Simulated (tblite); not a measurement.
Compound: C7H13OPSi.
Atom-mapped SMILES: `[CH3:1][CH2:2][C:3]1=[CH:4][C:5]([SiH3:6])=[CH:7][P@:8]1([CH3:9])=[O:10]` (hydrogens: H11, H12, H13 on C1; H14, H15 on C2; H16 on C4; H17, H18, H19 on Si6; H20 on C7; H21, H22, H23 on C9)

The geometry is computed with GFN2-xTB (gas phase).

Q: List the bond lengths, angles and torsions at this level.

A: 
```csv
bond,length (Å)
C1–C2,1.529
C2–C3,1.488
C3=C4,1.336
C4–C5,1.464
C5–Si6,1.884
C5=C7,1.342
C7–P8,1.814
P8–C9,1.836
P8=O10,1.470
C3–P8,1.831
"C1–H11, C1–H12, C1–H13",1.087
C2–H14,1.094
C2–H15,1.094
C4–H16,1.080
"Si6–H17, Si6–H18, Si6–H19",1.464
C7–H20,1.076
"C9–H21, C9–H22, C9–H23",1.088
```

Bonds in one row agree within 0.01 Å and their mean is given. A selection of angles:
```csv
angle,degrees
C2–C1–H11,110.4
H11–C1–H12,108.8
H12–C1–H13,108.4
C1–C2–C3,110.2
C1–C2–H14,108.8
C1–C2–H15,110.2
C3–C2–H14,109.3
C3–C2–H15,110.0
H14–C2–H15,108.4
C2–C3–C4,128.2
C2–C3–P8,123.5
C4–C3–P8,108.3
C3–C4–C5,116.6
C3–C4–H16,123.8
C5–C4–H16,119.6
C4–C5–Si6,120.7
C4–C5–C7,113.8
Si6–C5–C7,125.6
C5–Si6–H17,108.7
C5–Si6–H18,107.9
H17–Si6–H18,109.6
H17–Si6–H19,111.1
C5–C7–P8,110.2
C5–C7–H20,125.4
P8–C7–H20,124.4
C7–P8–C9,107.2
C7–P8–O10,118.1
C9–P8–O10,113.1
C3–P8–C7,91.1
C3–P8–C9,105.6
C3–P8–O10,119.1
P8–C9–H21,111.8
P8–C9–H22,107.6
H21–C9–H22,110.3
```

Dihedral angles: C1–C2–C3–C4 111° (anticlinal); C2–C3–C4–C5 -179° (antiperiplanar); C3–C4–C5–Si6 179° (antiperiplanar); C4–C5–C7–P8 1° (synperiplanar); C5–C7–P8–C9 -107° (anticlinal); C2–C3–P8–C7 179° (antiperiplanar).

The 5 C–C bonds span 1.336 Å (C3=C4, drawn double) to 1.529 Å (C1–C2, drawn single), a spread of 0.193 Å. The C–P distances run from 1.814 Å (C7–P8, drawn single) to 1.836 Å (P8–C9, drawn single), a spread of 0.022 Å. Of the pairs four or more bonds apart, O10···H13 is among the closest relative to their van der Waals radii: 2.66 Å, 98 % of the sum of Bondi's values. Si6 (SiH3 silicon) is tetrahedral (angles from 107.9° to 111.1°). The 5-membered ring C3–C4–C5–C7–P8 has internal angles of 91.1° to 116.6°; it is planar, 0.00 Å rms from its mean plane, widest ring torsion 1°. P8 (phosphoryl phosphorus) has angles from 91.1° to 119.1°.

Point group: C1 (no symmetry element, even within 0.4 Å). Its GFN2-xTB frequencies are all real (lowest 27 cm⁻¹). One conformer, not necessarily the lowest. 2 starts were optimised and ended at 0.00 and 0.56 kcal/mol (GFN2-xTB); the lowest of these is shown.
